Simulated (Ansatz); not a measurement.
An input meant for `[CH3][Sn]([CH3])([CH3])[Sn]([CH3])([CH3])[Sn]([CH3])([CH3])[CH3]` (charge 0, singlet).

```yaml
crystal:
  periodic: [false, false, false]
  atoms:
    - {symbol: C, position_ang: [1.461386, -0.583856, 1.294996]}
    - {symbol: Sn, position_ang: [1.367064, -0.074751, 0.071198]}
    - {symbol: C, position_ang: [1.637415, -1.284672, -0.670892]}
    - {symbol: C, position_ang: [2.788062, 0.743385, 0.025182]}
    - {symbol: Sn, position_ang: [-0.086573, 0.758824, -0.468359]}
    - {symbol: C, position_ang: [-0.202427, 1.863486, 0.090690]}
    - {symbol: C, position_ang: [-0.148001, 0.770208, -1.702941]}
    - {symbol: Sn, position_ang: [-1.323740, -0.367371, 0.162578]}
    - {symbol: C, position_ang: [-1.186683, -1.831310, -0.018168]}
    - {symbol: C, position_ang: [-2.464652, -0.100913, -0.426096]}
    - {symbol: C, position_ang: [-1.742677, -0.179144, 1.444917]}
    - {symbol: H, position_ang: [2.104871, -0.952790, 1.474671]}
    - {symbol: H, position_ang: [0.869684, -1.074693, 1.561852]}
    - {symbol: H, position_ang: [1.338635, -0.001066, 1.999435]}
    - {symbol: H, position_ang: [1.149737, -1.801580, -0.630580]}
    - {symbol: H, position_ang: [1.710833, -1.078381, -1.302592]}
    - {symbol: H, position_ang: [2.563838, -1.382668, -0.462198]}
    - {symbol: H, position_ang: [2.898569, 0.957091, -0.595784]}
    - {symbol: H, position_ang: [2.672291, 1.476497, 0.412989]}
    - {symbol: H, position_ang: [3.422476, 0.497687, 0.222586]}
    - {symbol: H, position_ang: [-0.189067, 1.853786, 0.860280]}
    - {symbol: H, position_ang: [0.384486, 2.603758, -0.162817]}
    - {symbol: H, position_ang: [-0.863768, 2.493078, -0.121968]}
    - {symbol: H, position_ang: [-0.078213, 0.180379, -2.324667]}
    - {symbol: H, position_ang: [0.362944, 1.354479, -1.911206]}
    - {symbol: H, position_ang: [-0.703804, 1.210976, -1.880069]}
    - {symbol: H, position_ang: [-0.445639, -1.708638, 0.282163]}
    - {symbol: H, position_ang: [-1.736252, -2.282308, 0.237109]}
    - {symbol: H, position_ang: [-0.954789, -1.990558, -0.661185]}
    - {symbol: H, position_ang: [-3.097828, 0.537259, -0.378313]}
    - {symbol: H, position_ang: [-2.925892, -0.492091, -0.213213]}
    - {symbol: H, position_ang: [-2.413157, -0.188196, -1.076272]}
    - {symbol: H, position_ang: [-0.939149, -0.304625, 1.769540]}
    - {symbol: H, position_ang: [-2.307477, -0.642576, 1.655709]}
    - {symbol: H, position_ang: [-1.932051, 0.549738, 1.846682]}
basis:
  gaussian: {orbitals: STO-3G}
hamiltonian: {xc: {name: rPW86-PBE}, dispersion: d3bjatm}
scf: {omitted_lower_state_checks: [starts]}
output: {forces: true}
```

```sh
$ ansatz run in.yaml --threads 4 --pin off --events-out ev --progress --plain --max-ram 6963MiB
```

Output, abridged:

```
Functional definition: rPW86-PBE
2035 factors; integrals over basis functions are off by at most 5.6e-5 eV
mean field evaluation 1: about -495380.3344 eV, gradient 1.2e2 eV
mean field evaluation 2: about -495396.4321 eV, gradient 5.8e1 eV
mean field evaluation 4: about -495404.4670 eV, gradient 2.9e0 eV
mean field evaluation 8: about -495404.4397 eV, gradient 1.0e-1 eV
mean field evaluation 16: about -495404.4397 eV, gradient 5.4e-5 eV
mean field -495404.43970248 eV, -18205.7773618763 hartree, gradient 5.4e-5 eV, S^2 0.000000; 0 other end points of the search recorded, 0 dependent functions left out
reference -495404.43980157 eV, -18205.7773655176 hartree; 111, 111 occupied and 34, 34 virtual orbitals, 2035 factors
Total energy: -495406.39381361 eV, -18205.8491741359 hartree
Atom 0 at     1.461386    -0.583856     1.294996 Å, force    -7.414765    -4.435007    51.762986 eV/Å
Atom 1 at     1.367064    -0.074751     0.071198 Å, force    28.036022    29.520735   -23.210743 eV/Å
Atom 2 at     1.637415    -1.284672    -0.670892 Å, force    28.670232   -20.639699    26.102412 eV/Å
Atom 3 at     2.788062     0.743385     0.025182 Å, force   -29.352669    -5.855494    32.946848 eV/Å
Atom 4 at    -0.086573     0.758824    -0.468359 Å, force     7.256775   -41.336377    32.268140 eV/Å
Atom 5 at    -0.202427     1.863486     0.090690 Å, force    -9.694288    94.994879    19.948068 eV/Å
Atom 6 at    -0.148001     0.770208    -1.702941 Å, force     7.255988   -19.720666   -90.968712 eV/Å
Atom 7 at    -1.323740    -0.367371     0.162578 Å, force    38.204838   -14.502160    -3.776777 eV/Å
Atom 8 at    -1.186683    -1.831310    -0.018168 Å, force    -3.854848   -11.655433    18.103645 eV/Å
Atom 9 at    -2.464652    -0.100913    -0.426096 Å, force   -22.307847    59.652420    -1.574197 eV/Å
Atom 10 at    -1.742677    -0.179144     1.444917 Å, force    -1.149179    17.088332    45.314038 eV/Å
Atom 11 at     2.104871    -0.952790     1.474671 Å, force    28.771195   -16.980867     9.342596 eV/Å
Atom 12 at     0.869684    -1.074693     1.561852 Å, force   -16.571564   -15.976056     8.801161 eV/Å
Atom 13 at     1.338635    -0.001066     1.999435 Å, force     0.052784     5.879319     8.979468 eV/Å
Atom 14 at     1.149737    -1.801580    -0.630580 Å, force   -30.181004   -36.855417     2.335853 eV/Å
Atom 15 at     1.710833    -1.078381    -1.302592 Å, force     6.627771    15.509584   -60.467453 eV/Å
Atom 16 at     2.563838    -1.382668    -0.462198 Å, force     6.912298    -4.916321     1.069825 eV/Å
Atom 17 at     2.898569     0.957091    -0.595784 Å, force    10.504179    20.343531   -60.348983 eV/Å
Atom 18 at     2.672291     1.476497     0.412989 Å, force    -2.296084    17.797914    10.480298 eV/Å
Atom 19 at     3.422476     0.497687     0.222586 Å, force    43.965266   -18.266356    15.253912 eV/Å
Atom 20 at    -0.189067     1.853786     0.860280 Å, force     0.255281     3.739911    33.275166 eV/Å
Atom 21 at     0.384486     2.603758    -0.162817 Å, force     4.980497     5.166810     0.127889 eV/Å
Atom 22 at    -0.863768     2.493078    -0.121968 Å, force    -8.266007     6.600886     0.020050 eV/Å
Atom 23 at    -0.078213     0.180379    -2.324667 Å, force     1.063640   -10.630096   -12.862915 eV/Å
Atom 24 at     0.362944     1.354479    -1.911206 Å, force    18.050182    17.310434   -12.927710 eV/Å
Atom 25 at    -0.703804     1.210976    -1.880069 Å, force   -34.008010    22.575089   -16.609665 eV/Å
Atom 26 at    -0.445639    -1.708638     0.282163 Å, force    22.494059    -5.428859    11.463376 eV/Å
Atom 27 at    -1.736252    -2.282308     0.237109 Å, force   -24.331475   -23.025299    12.716543 eV/Å
Atom 28 at    -0.954789    -1.990558    -0.661185 Å, force    14.427816   -13.976006   -47.066388 eV/Å
Atom 29 at    -3.097828     0.537259    -0.378313 Å, force    -7.429278    11.152310    -0.185172 eV/Å
Atom 30 at    -2.925892    -0.492091    -0.213213 Å, force   -53.414269   -46.346114    23.223558 eV/Å
Atom 31 at    -2.413157    -0.188196    -1.076272 Å, force     1.338834    -7.843542   -66.757061 eV/Å
Atom 32 at    -0.939149    -0.304625     1.769540 Å, force    11.101649    -3.080393    12.631863 eV/Å
Atom 33 at    -2.307477    -0.642576     1.655709 Å, force   -25.206379   -21.206923    12.280296 eV/Å
Atom 34 at    -1.932051     0.549738     1.846682 Å, force    -4.491640    15.344928     8.307784 eV/Å
Dipole moment:    -0.272908     0.467075    -0.009479 e Å
Checks for a lower state left out: starts
```

In this input the geometry is squeezed to about two thirds of its size. The run converged. The result belongs to that input, not to the species as meant.
